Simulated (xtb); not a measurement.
C₂H₂Cl, charge -1, singlet, at a GFN2-xTB geometry; GFN1-xTB (xtb).

Here is a job for xtb.
```
$ xtb mol.xyz --gfn 1 --chrg -1 --etemp 10000 --json

# file mol.xyz
5

C     -0.11782134     0.97244023     0.00402460
C      1.20949826     1.06784053     0.01132795
Cl    -0.59700984    -0.85895942    -0.00717248
H      1.97685805     0.28124257     0.01154024
H      1.62224777     2.07938296     0.01827654
```

### Question
Write the output that xtb gives for this input, abridged.

### Answer

```
   ID    Z sym.   atoms
    1    6 C      1, 2
    2   17 Cl     3
    3    1 H      4, 5

           -------------------------------------------------
          |                Calculation Setup                |
           -------------------------------------------------

           -------------------------------------------------
          |                 G F N 1 - x T B                 |
           -------------------------------------------------

          ...................................................
          :                      SETUP                      :
          :.................................................:
          :  # basis functions                  22          :
          :  # atomic orbitals                  21          :
          :  # shells                           11          :
          :  # electrons                        18          :
          :  # halogen bonds                     0          :
          :  max. iterations                   250          :
          :  Hamiltonian                  GFN1-xTB          :
          :  restarted?                      false          :
          :  GBSA solvation                  false          :
          :  PC potential                    false          :
          :  electronic temp.        10000.0000000     K    :
          :  accuracy                    1.0000000          :
          :  -> integral cutoff          0.2500000E+02      :
          :  -> integral neglect         0.1000000E-07      :
          :  -> SCF convergence          0.1000000E-05 Eh   :
          :  -> wf. convergence          0.2000000E-04 e    :
          :  Broyden damping             0.4000000          :
          :  net charge                         -1          :
          :  unpaired electrons                  0          :
          ...................................................

 iter      E             dE          RMSdq      gap      omega  full diag
   1     -9.7638096 -0.976381E+01  0.801E+00    4.22       0.0  T
   2     -9.7701067 -0.629713E-02  0.487E+00    4.16       1.0  T
   3     -9.7704144 -0.307651E-03  0.580E-01    4.07       1.0  T
   4     -9.7708501 -0.435763E-03  0.153E-01    4.14       1.0  T
   5     -9.7709043 -0.541530E-04  0.297E-02    4.12       1.5  T
   6     -9.7709065 -0.221595E-05  0.416E-03    4.11      10.7  T
   7     -9.7709065 -0.251393E-07  0.385E-04    4.11     116.1  T
   8     -9.7709065  0.490115E-10  0.219E-04    4.11     204.1  T
   9     -9.7709065 -0.789040E-10  0.641E-05    4.11     698.0  T
  10     -9.7709065 -0.492051E-11  0.122E-06    4.11   36636.0  T

   *** convergence criteria satisfied after 10 iterations ***

         :::::::::::::::::::::::::::::::::::::::::::::::::::::
         ::                     SUMMARY                     ::
         :::::::::::::::::::::::::::::::::::::::::::::::::::::
         :: total energy              -9.690977066326 Eh    ::
         :: gradient norm              0.023806748515 Eh/a0 ::
         :: HOMO-LUMO gap              4.114912950577 eV    ::
         ::.................................................::
         :: SCC energy                -9.770906527102 Eh    ::
         :: -> electrostatic           0.114869171317 Eh    ::
         :: repulsion energy           0.081090182874 Eh    ::
         :: dispersion energy         -0.001160722098 Eh    ::
         :: halogen bond corr.         0.000000000000 Eh    ::
         :: add. restraining           0.000000000000 Eh    ::
         :: total charge              -1.000000000438 e     ::
         :::::::::::::::::::::::::::::::::::::::::::::::::::::

           -------------------------------------------------
          |                Property Printout                |
           -------------------------------------------------

    * Orbital Energies and Occupations

         #    Occupation            Energy/Eh            Energy/eV
      -------------------------------------------------------------
         1        2.0000           -0.6463444             -17.5879
         2        1.9999           -0.3879580             -10.5569
         3        1.9996           -0.3364217              -9.1545
         4        1.9991           -0.3056126              -8.3161
         5        1.9977           -0.2773912              -7.5482
         6        1.9969           -0.2681690              -7.2973
         7        1.9938           -0.2457558              -6.6874
         8        1.9531           -0.1811303              -4.9288
         9        1.8153           -0.1354239              -3.6851 (HOMO)
        10        0.1532            0.0157964               0.4298 (LUMO)
        11        0.0801            0.0375337               1.0213
        12        0.0083            0.1106948               3.0122
        13        0.0021            0.1539979               4.1905
        14        0.0003            0.2187713               5.9531
        15        0.0003            0.2189970               5.9592
        16        0.0002            0.2278535               6.2002
        17        0.0002            0.2354560               6.4071
        18        0.0000            0.3342420               9.0952
        19                          0.5237875              14.2530
        20                          0.5732270              15.5983
        21                          0.8217107              22.3599
      -------------------------------------------------------------
                  HL-Gap            0.1512203 Eh            4.1149 eV
             Fermi-level           -0.0630509 Eh           -1.7157 eV

  Mulliken/CM5 charges         n(s)   n(p)   n(d)
     1C    -0.21725 -0.22472   1.422  2.795  0.000
     2C    -0.15248 -0.24672   1.021  3.131  0.000
     3Cl   -0.52257 -0.52378   1.972  5.520  0.031
     4H    -0.04285  0.00815   1.043  0.000  0.000
     5H    -0.06486 -0.01293   1.065  0.000  0.000

Wiberg/Mayer (AO) data.
largest (>0.10) Wiberg bond orders for each atom

 ---------------------------------------------------------------------------
     #   Z sym  total        # sym  WBO       # sym  WBO       # sym  WBO
 ---------------------------------------------------------------------------
     1   6 C    2.585 --     2 C    1.835     3 Cl   0.697
     2   6 C    3.767 --     1 C    1.835     5 H    0.962     4 H    0.956
     3  17 Cl   0.745 --     1 C    0.697
     4   1 H    0.996 --     2 C    0.956
     5   1 H    1.034 --     2 C    0.962
 ---------------------------------------------------------------------------

Topologies differ in total number of bonds
Writing topology from bond orders to xtbtopo.mol

 dipole moment from electron density (au)
     X       Y       Z
   0.5012  -0.3756   0.0008  total (Debye):    1.592

           -------------------------------------------------
          | TOTAL ENERGY               -9.690977066326 Eh   |
          | GRADIENT NORM               0.023806748515 Eh/α |
          | HOMO-LUMO GAP               4.114912950577 eV   |
           -------------------------------------------------

normal termination of xtb
```
